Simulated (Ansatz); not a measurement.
`BC(=N)CF` + `N=C([SiH3])S` → `BSC(=N)[SiH3]` + `N=CCF`  (ligand exchange at a B–C bond)

Computed with Ansatz on PBE0-D4/def2-TZVP structures; ΔE is electronic, products minus reactants. CBS: MP2 limit from def2 TZ/QZ plus the TZ coupled-cluster correction, frozen cores. Functionals use def2-TZVPP. B3LYP here is the variant with VWN-RPA as its local correlation; programs differ in this. Each species was taken in one conformer, which may not be the lowest.

`BC(=N)CF`:

```xyz
10

B    -0.998   -1.212   -0.203
C    -0.097   -0.082    0.398
N     0.076   -0.142    1.658
C     0.624    0.870   -0.512
F    -0.106    1.047   -1.674
H    -0.539   -1.937   -1.035
H    -2.102   -1.381    0.208
H     0.778    0.530    1.986
H     1.601    0.460   -0.789
H     0.762    1.847   -0.038
```

`N=C([SiH3])S`:

Z-matrix (Å, degrees):
```
Si
C 1 1.894
H 1 1.479 2 109.4
H 1 1.487 2 108.5 3 -121.4
H 1 1.486 2 108.3 3 121.3
S 2 1.778 1 118.2 3 169.3
N 2 1.266 1 118.6 3 -12.8
H 6 1.343 2 97.5 1 -6.8
H 7 1.023 2 113.7 1 -178.7
```

`BSC(=N)[SiH3]`:

Z-matrix (Å, degrees):
```
Si
C 1 1.902
H 1 1.484 2 110.1
H 1 1.484 2 110.1 3 -120.7
H 1 1.480 2 106.0 3 119.6
S 2 1.799 1 122.8 3 60.4
N 2 1.264 1 117.2 3 -119.6
B 6 1.759 2 107.2 1 -0.1
H 7 1.024 2 113.2 1 180.0
H 8 1.191 6 115.8 2 -180.0
H 8 1.190 6 121.9 2 0.0
```

`N=CCF`:

Z-matrix (Å, degrees):
```
C
C 1 1.497
F 1 1.373 2 111.2
H 1 1.096 2 110.1 3 -120.4
H 1 1.096 2 110.1 3 120.4
N 2 1.259 1 126.7 3 0.0
H 2 1.095 1 114.4 3 179.9
H 6 1.023 2 110.0 1 -0.0
```

Question: Is it downhill or uphill in electronic energy at CCSD(T)/CBS, and by how much? (Best estimate.)

Answer: Ansatz gave: Downhill: ΔE = -1.11 eV.

Question: What do these levels give: B3LYP-D4, MP2/def2-TZVPP, CCSD/def2-TZVPP, SCS-MP2/def2-QZVPP, HF/CBS(def2), CCSD/CBS(def2)? (Best estimate.)

Answer: Computed: B3LYP-D4 -1.08, MP2/def2-TZVPP -1.13, CCSD/def2-TZVPP -1.08, SCS-MP2/def2-QZVPP -1.08, HF/CBS(def2) -0.96, CCSD/CBS(def2) -1.07 eV.

Largest T1 diagnostic among the species: 0.015.

In def2-TZVPP, CCSD(T) changes the Hartree–Fock value by −0.15 eV (the triples alone add −0.03 eV) and MP2 by −0.17 eV.
